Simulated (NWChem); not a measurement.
All runs are NWChem calculations. System: CHNO, charge 0, spin multiplicity 1, displaced from the optimised geometry.

Input file:

```
start mol
memory heap 100 mb stack 700 mb global 1900 mb
geometry units angstroms nocenter noautoz noautosym
  N      1.160035    -0.073177     0.000000
  C     -0.046793     0.019492     0.000000
  O     -2.955891    -0.114479     0.000000
  H      1.843969     0.668062     0.000000
end
basis spherical
  * library cc-pvdz
end
scf
  rhf
  nopen 0
  maxiter 100
  thresh 1e-7
  semidirect memsize 60000000 filesize 0
end
tce
  freeze core 3
  cr-ccsd(t)
  2eorb
  2emet 13
  thresh 1e-6
  maxiter 100
  tilesize 24
end
task tce energy
```

The output up to the point where the run's verdict is printed (cleaned and shortened):

```
             Northwest Computational Chemistry Package (NWChem) 7.3.0
             --------------------------------------------------------

                                NWChem Input Module
                                -------------------

 Scaling coordinates for geometry "geometry" by  1.889725989
 (inverse scale =  0.529177249)

                             Geometry "geometry" -> ""
                             -------------------------

 Output coordinates in angstroms (scale by  1.889725989 to convert to a.u.)

  No.       Tag          Charge          X              Y              Z
 ---- ---------------- ---------- -------------- -------------- --------------
    1 N                    7.0000     1.16003500    -0.07317700     0.00000000
    2 C                    6.0000    -0.04679300     0.01949200     0.00000000
    3 O                    8.0000    -2.95589100    -0.11447900     0.00000000
    4 H                    1.0000     1.84396900     0.66806200     0.00000000

 Effective nuclear repulsion energy (a.u.)      40.4156588949

            Nuclear Dipole moment (a.u.)
            ----------------------------
        X                 Y               Z
 ---------------- ---------------- ----------------
   -26.3875138744    -1.2152015250     0.0000000000


 Summary of "ao basis" -> "" (spherical)
 ------------------------------------------------------------------------------
       Tag                 Description            Shells   Functions and Types
 ---------------- ------------------------------  ------  ---------------------
 *                          cc-pvdz                   on all atoms

 Summary of "ao basis" -> "ao basis" (spherical)
 ------------------------------------------------------------------------------
       Tag                 Description            Shells   Functions and Types
 ---------------- ------------------------------  ------  ---------------------
 N                          cc-pvdz                  6       14   3s2p1d
 C                          cc-pvdz                  6       14   3s2p1d
 O                          cc-pvdz                  6       14   3s2p1d
[...]
   43   0.0000261999041  -0.4426201232869     0.1     0.1
   44   0.0000262029517  -0.4426203566468     0.1     0.1
   45   0.0000262486054  -0.4426205553290     0.1     0.1
   46   0.0000268419876  -0.4426187555682     0.1     0.1
   47   0.0000262164536  -0.4426189668149     0.1     0.1
   48   0.0000257969767  -0.4426192711983     0.1     0.1
   49   0.0000255004349  -0.4426195298290     0.1     0.1
   50   0.0000252968447  -0.4426197865961     0.1     0.1
   51   0.0000250073367  -0.4426193047185     0.1     0.1
   52   0.0000245860759  -0.4426198917579     0.1     0.1
   53   0.0000244983424  -0.4426201628671     0.1     0.1
   54   0.0000244778669  -0.4426204000042     0.1     0.1
   55   0.0000245021612  -0.4426205967839     0.1     0.1
   56   0.0000251022301  -0.4426187458476     0.1     0.1
   57   0.0000246391094  -0.4426192242468     0.1     0.1
   58   0.0000243299750  -0.4426195304715     0.1     0.1
   59   0.0000241099946  -0.4426197895491     0.1     0.1
   60   0.0000239625400  -0.4426200278997     0.1     0.1
   61   0.0000238374987  -0.4426207163704     0.1     0.1
   62   0.0000234202324  -0.4426202812796     0.1     0.1
   63   0.0000233242133  -0.4426204177215     0.1     0.1
   64   0.0000232884048  -0.4426205573685     0.1     0.1
   65   0.0000233009573  -0.4426207108811     0.1     0.1
   66   0.0000238287102  -0.4426193529282     0.1     0.1
   67   0.0000234354650  -0.4426195998146     0.1     0.1
   68   0.0000231816074  -0.4426198533377     0.1     0.1
   69   0.0000230079429  -0.4426200671356     0.1     0.1
   70   0.0000228987526  -0.4426202730700     0.1     0.1
   71   0.0000228411894  -0.4426198726149     0.1     0.1
   72   0.0000223280417  -0.4426200589713     0.1     0.1
   73   0.0000222056244  -0.4426202619869     0.1     0.1
   74   0.0000221392183  -0.4426204673809     0.1     0.1
   75   0.0000221195735  -0.4426206491275     0.1     0.1
   76   0.0000225962334  -0.4426194635802     0.1     0.1
   77   0.0000223126012  -0.4426198216401     0.1     0.1
   78   0.0000221192167  -0.4426200625875     0.1     0.1
   79   0.0000219887538  -0.4426202730747     0.1     0.1
   80   0.0000219114919  -0.4426204645035     0.1     0.1
   81   0.0000219665016  -0.4426209255547     0.1     0.1
   82   0.0000212817406  -0.4426204547191     0.1     0.1
   83   0.0000210807057  -0.4426205779497     0.1     0.1
   84   0.0000209848352  -0.4426206791366     0.1     0.1
   85   0.0000209538021  -0.4426208124493     0.1     0.1
   86   0.0000213563483  -0.4426197146738     0.1     0.1
   87   0.0000210741066  -0.4426200868611     0.1     0.1
   88   0.0000209018460  -0.4426203039204     0.1     0.1
   89   0.0000207889468  -0.4426204898136     0.1     0.1
   90   0.0000207244658  -0.4426206601224     0.1     0.1
   91   0.0000209098738  -0.4426206247740     0.1     0.1
   92   0.0000205319916  -0.4426203907901     0.1     0.1
   93   0.0000203890508  -0.4426205403753     0.1     0.1
   94   0.0000203041359  -0.4426206760268     0.1     0.1
   95   0.0000202679569  -0.4426208201593     0.1     0.1
   96   0.0000206523813  -0.4426200063963     0.1     0.1
   97   0.0000203986119  -0.4426202415369     0.1     0.1
   98   0.0000202468334  -0.4426204476453     0.1     0.1
   99   0.0000201493015  -0.4426206152147     0.1     0.1
  100   0.0000200960679  -0.4426207711942     0.1     0.1
  0 ga offset                   0 size_xx_perproc                 288mx    1
 WRITE TENSOR
  filename: ./mol.t1amp.000000
  unit nr:       79
  file size:            288
  rec_mem (KB):     2048
  rec_size:         262144
  number of tasks:            1
  0 ga offset                   0 size_xx_perproc              145152mx    1
 WRITE TENSOR
  filename: ./mol.t2amp.000000
  unit nr:       80
  file size:         145152
  rec_mem (KB):     2048
  rec_size:         262144
  number of tasks:            1
 ------------------------------------------------------------------------
```

Convergence was not reached. The next line reads: ccsd_energy_loc: maxiter exceeded 101. NWChem stopped with the message: ccsd_energy_loc: maxiter exceeded 101.
